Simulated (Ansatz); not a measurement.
Consider the formal exchange of groups at the Si–C bond: `C[SiH2]C(O)F` + `BS` → `C[SiH2]BS` + `OCF`.

Computed with Ansatz on PBE0-D4/def2-TZVP structures; ΔE is electronic, products minus reactants. CCSD(T)/CBS is the MP2 limit (def2-TZVPP, def2-QZVPP) plus CCSD(T) − MP2 in def2-TZVPP, frozen cores. This one scheme is used for every species. Each species was taken in one conformer, which may not be the lowest.

| species | HF/CBS(def2) energy (Eh) |
| --- | --- |
| `C[SiH2]C(O)F` | -543.18795 |
| `BS` | -424.01035 |
| `C[SiH2]BS` | -753.18589 |
| `OCF` | -214.01602 |

Question: Work out ΔE.

Answer: ΔE = (-753.18589) + (-214.01602) − (-543.18795) − (-424.01035) = -0.00361 Eh = -0.10 eV. CCSD(T)/CBS gives -0.14 eV.

Largest T1 diagnostic among the species: 0.015.
